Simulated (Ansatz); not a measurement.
Cost and result up the ladder for Ge₂Te₃ (5 atoms). Charge 0, multiplicity 1. Geometry: B3LYP-D4/def2-SVP.

```xyz
5

Ge    1.0632   -1.3241    0.2424
Ge   -1.2893    0.8867   -0.7030
Te   -0.3606    0.4683    1.9926
Te    1.3959    1.5354    0.1172
Te   -0.8092   -1.5662   -1.6491
```

Ansatz on 4 threads of Arm Neoverse V1 on a shared host. Times are rough, and most runs start from the orbitals of an earlier one. CAM-B3LYP-D4/def2-TZVP serves as the yardstick here, not as an exact answer. Differences are given only for rows in sets of like size (and for xTB, whose basis is part of the method), since another set adds its own error. Binding counts from free atoms at the same level (Ge triplet, Te triplet; other spins of the atoms weren't run), without zero-point energy or a counterpoise term.

In the def2 sets Te takes a core potential; there is no spin–orbit coupling. Correlated methods freeze 30 core orbitals; core or outer-core shells of Ge, Te are correlated, in sets that lack core-valence functions. The rows differ in basis, and correlated rows in double-zeta sets carry the largest basis error. Another isomer (singlet) lies 0.03 eV lower at r2SCAN-D4/def2-TZVP; other spin states weren't run for this one.

Correlated methods converge slowly with the basis, most of all in double-zeta sets.

```
                         level  functions  wall time  binding energy per atom (eV)  difference from CAM-B3LYP-D4/def2-TZVP (eV)
               PBE-D4/def2-SVP        142      2.1 s                          2.78                                            –
           revPBE-D4/def2-TZVP        246      4.1 s                          2.67                                         0.29
              PBE0-D4/def2-SVP        142      4.5 s                          2.59                                            –
PBE-D4/def2-TZVP (with forces)        246      5.5 s                          2.81                                         0.43
           r2SCAN-D4/def2-TZVP        246      9.5 s                          2.60                                         0.22
        CAM-B3LYP-D4/def2-TZVP        246       12 s                          2.38                                         0.00
                 MP2/def2-TZVP        246       13 s                          2.60                                         0.22
             PBE0-D4/def2-TZVP        246       13 s                          2.62                                         0.25
            BHLYP-D4/def2-TZVP        246       15 s                          2.38                                         0.00
              CCSD(T)/def2-SVP        142       58 s                          2.14                                            –
```
